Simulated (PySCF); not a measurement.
# Unknown compound

The spectra below were simulated for a compound C₉H₁₃N.

1H NMR (600 MHz, computed): δ 8.92 (d, 2H), 7.37 (d, 2H), 1.34 (s, 9H).

13C{1H} NMR (computed): δ 165.1 (C), 155.9 (CH, 2C), 125.3 (CH, 2C), 36.6 (C), 32.7 (CH3, 3C).

Computed data (PySCF): NMR shieldings at PBE0/pcSseg-1/GIAO, GFN2-xTB structure. Fast rotation and ring inversion assumed for equivalent nuclei, gas phase, relativity neglected, single conformer.

δ = σ(ref) − σ, references computed at the same level: TMS for 1H and 13C.

Question: Which candidate is it?
A. [H]/N=C/[C@@H]1C[C@@H]2C=C[C@H]1CC2
B. CC(C)(C)c1ccncc1
C. C=C(C#N)C(=C)C(C)(C)C
D. Cc1ccccc1N(C)C

Answer: B. 

Rings plus π bonds: 4 (1 ring in the answer). 5 carbon signals for 9 carbons: some carbons are equivalent by symmetry or fast rotation. Carbon types of the structure: 2 × C, 4 × CH, 3 × CH3, which accounts for all hydrogens. δC 165.1: substituted aromatic carbon. δC 155.9: aromatic CH next to a ring nitrogen; the adjacent pyridine-type nitrogen withdraws density from it. δC 125.3: aromatic CH. δC 36.6: quaternary sp3 carbon on an aromatic ring; aliphatic region, no heteroatom directly attached. δH 8.92: hydrogen on an aromatic CH next to a ring nitrogen; ring current plus the neighbouring ring nitrogen.

The others: Cc1ccccc1N(C)C would give 8 carbon signals, not 5; [H]/N=C/[C@@H]1C[C@@H]2C=C[C@H]1CC2 would give 9 carbon signals, not 5; C=C(C#N)C(=C)C(C)(C)C would give 7 carbon signals, not 5.

Shifts are as computed. Against solution values, carbons near 30 ppm lie about +3 ppm off and those near 130 ppm about +5 ppm. Of 1211 compounds with measured shifts, 218 miss one by over three times the rms of a fit or turn the order of signals round; such compounds aren't used in these exercises. Multiplicities follow the n + 1 count of equivalent neighbours, as no J values were calculated; m marks all less simple cases, F and P coupling included.
